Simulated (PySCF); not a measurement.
## Radial density of C (carbon, neutral)

UHF, [He] 2s2 2p1 3s1, high-spin 3P determinant (an excited configuration). Calculation: PySCF 2.14, in aug-cc-pwCVTZ; the non-relativistic Hamiltonian (point nucleus).

| r (bohr) | 4πr²ρ (e/bohr) | 4πr²(ρα − ρβ) |
| --- | --- | --- |
| 0.00499 | 0.03784 | 0.0001 |
| 0.00839 | 0.1032 | 0.0003 |
| 0.0141 | 0.2718 | 0.0008 |
| 0.0238 | 0.6865 | 0.0021 |
| 0.0399 | 1.600 | 0.0048 |
| 0.0672 | 3.280 | 0.0101 |
| 0.113 | 5.405 | 0.0183 |
| 0.190 | 6.233 | 0.0350 |
| 0.320 | 4.038 | 0.0990 |
| 0.538 | 1.532 | 0.3275 |
| 0.905 | 1.886 | 0.6616 |
| 1.52 | 1.748 | 0.5354 |
| 2.56 | 0.4489 | 0.1757 |
| 4.31 | 0.3009 | 0.2925 |
| 7.24 | 0.06750 | 0.0675 |
| 12.2 | 4.214e-05 | 0.0000 |

The outer electron is Rydberg-like, and this basis confines it to a smaller radius and binds it less than a complete one would.
